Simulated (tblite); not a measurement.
Isomers of C8H5Cl. All values are computed: GFN2-xTB (tblite) harmonic vibrations without scaling, gas phase. Errors from tens to a few hundred cm⁻¹ against measured bands are possible. One conformer each.

Electronic energies: GFN2-xTB at the same geometries; isomer energies are rough at this level and their order can be wrong.

```csv
SMILES,"electronic energy, lowest = 0 (kcal/mol)"
ClC1=CC=C2C=CC=C12,6.2
C#Cc1cccc(Cl)c1,0.0
C#Cc1ccccc1Cl,0.4
```

Q: How do GFN2-xTB zero-point energies change the relative energies?

A: 
| SMILES | ZPE (kcal/mol) | of it from modes above 1550 cm⁻¹ | electronic (kcal/mol) | with ZPE, lowest = 0 (kcal/mol) | lowest mode (cm⁻¹) | rings |
| --- | --- | --- | --- | --- | --- | --- |
| C#Cc1cccc(Cl)c1 | 60.7 | 30.3 | 0.0 | 0.0 | 115 | 1 |
| C#Cc1ccccc1Cl | 60.7 | 30.3 | 0.4 | 0.4 | 108 | 1 |
| ClC1=CC=C2C=CC=C12 | 61.5 | 27.1 | 6.2 | 7.0 | 123 | 2 |

The zero-point energies span 0.8 kcal/mol, from `C#Cc1cccc(Cl)c1` to `ClC1=CC=C2C=CC=C12`. The order is unchanged.

Q: What do entropy and thermal enthalpy add at 298.15 K and 1 bar (rigid rotor, harmonic oscillator, one conformer each)?

A: 
```
            SMILES  point group  symmetry number  S (cal/(mol K))  H − H(0) (kcal/mol)  ZPE + H − H(0) − TS (kcal/mol)
   C#Cc1cccc(Cl)c1           Cs                1             88.6                 5.63                            39.9
     C#Cc1ccccc1Cl           Cs                1             88.5                 5.64                            39.9
ClC1=CC=C2C=CC=C12           Cs                1             84.3                 5.04                            41.4
```
